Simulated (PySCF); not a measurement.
C3H13NSi2, SMILES CC(NC)([SiH3])[SiH3]. Atoms are numbered in the order given.

```xyz
19

C      1.9215     1.2356    -0.8059
N      1.1476     0.0074    -0.8299
C      0.1234    -0.1646     0.2119
C      0.6834    -0.3713     1.6374
Si    -1.1089     1.2969     0.2119
Si    -0.8518    -1.6967    -0.3751
H      2.4240     1.4610     0.1596
H      2.6981     1.1880    -1.5847
H      1.2779     2.0977    -1.0517
H      1.7782    -0.7963    -0.8176
H      1.2911     0.4893     1.9659
H      1.3269    -1.2692     1.6825
H     -0.1197    -0.5060     2.3814
H     -1.5048     1.6670    -1.1789
H     -2.3246     0.8827     0.9787
H     -0.5295     2.4970     0.8946
H     -1.7875    -2.1894     0.6838
H     -1.6269    -1.3971    -1.6142
H      0.1440    -2.7781    -0.6650
```

Geometry optimised at r2SCAN-D4/def2-SVP. The structure was generated by enumeration, and PubChem lists no compound with its InChIKey, so it may never have been made. The values are those of a single conformer.

Two levels are set side by side: PBE/pcSseg-1 (PySCF) and PBE0/pcSseg-1 (PySCF). GIAO shifts against NH3 (¹⁵N), TMS (²⁹Si), TMS (¹H), TMS (¹³C) at the same level; non-relativistic, no solvent, atoms listed together averaged. Differences are taken from unrounded values.

```json
[
 {"quantity": "δ(¹³C) of C1 (ppm)", "PBE": "37.5"},
 {"quantity": "δ(¹⁵N) of N2 (ppm)", "PBE": "66.4"},
 {"quantity": "δ(¹³C) of C3 (ppm)", "PBE": "39.4"},
 {"quantity": "δ(¹³C) of C4 (ppm)", "PBE": "21.9"},
 {"quantity": "δ(¹H) of H10 (ppm)", "PBE": "0.12"}
]
```

Task: These are the PBE values. What does PBE0 give? (An estimate is asked for; the answer gives what the named calculation found.)

Result: 
| quantity | PBE0 | PBE minus PBE0 |
|---|---|---|
| δ(¹³C) of C1 (ppm) | 36.3 | 1.1 |
| δ(¹⁵N) of N2 (ppm) | 55.4 | 11.0 |
| δ(¹³C) of C3 (ppm) | 34.2 | 5.1 |
| δ(¹³C) of C4 (ppm) | 21.3 | 0.5 |
| δ(¹H) of H10 (ppm) | 0.02 | 0.09 |

Rough cost on one machine, each run with all the roots and properties that it gave: PBE0 against PBE within a factor of 2.
